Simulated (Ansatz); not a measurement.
Consider the cleavage of the Ge–B bond: `C[SiH2][BH][GeH3]` + `CN[SiH3]` → `C[N]([SiH3])[GeH3]` + `B[SiH2]C`.

Calculated with Ansatz (gas phase, PBE0-D4/def2-TZVP geometries, no zero-point term in ΔE). CCSD(T)/CBS is the MP2 limit (def2-TZVPP, def2-QZVPP) plus CCSD(T) − MP2 in def2-TZVPP, frozen cores. DFT in def2-TZVPP. For Ge outer-core shells are correlated without core-valence functions, which leaves a few kJ/mol of doubt a bond. Scalar relativity is left out up to krypton. One conformer a species, not always the lowest.

```json
{"level": "r2SCANh-D4", "ΔE (kcal/mol)": "0.2"}
{"level": "revPBE", "ΔE (kcal/mol)": "2.7"}
{"level": "CAM-B3LYP", "ΔE (kcal/mol)": "-1.0"}
{"level": "SCS-MP2/def2-TZVPP", "ΔE (kcal/mol)": "-4.4"}
```

Question: What does CCSD(T)/CBS give? (Best estimate.)

Answer: Ansatz gave: -1.4 kcal/mol. The listed levels differ from it by 1.6, 4.1, 0.4, -3.0 kcal/mol.

Largest T1 diagnostic among the species: 0.012.

From PBE to PBE0 (25 % exact exchange), in def2-TZVPP and without D4, ΔE moves by −1.1 kcal/mol. Leaving LDA and LC-ωPBE aside and taking each functional with its dispersion term where it has one, the values, not all of them listed here, spread over 4.2 kcal/mol, from BHLYP-D4 to PBE-D4. At CCSD(T), def2-SVP lies −1.9 kcal/mol from the extrapolated value and def2-TZVPP −0.9 kcal/mol.

CCSD(T)/CBS has its own doubt, a few kJ/mol and more with outer-core shells, so smaller differences from it don't rank the levels.
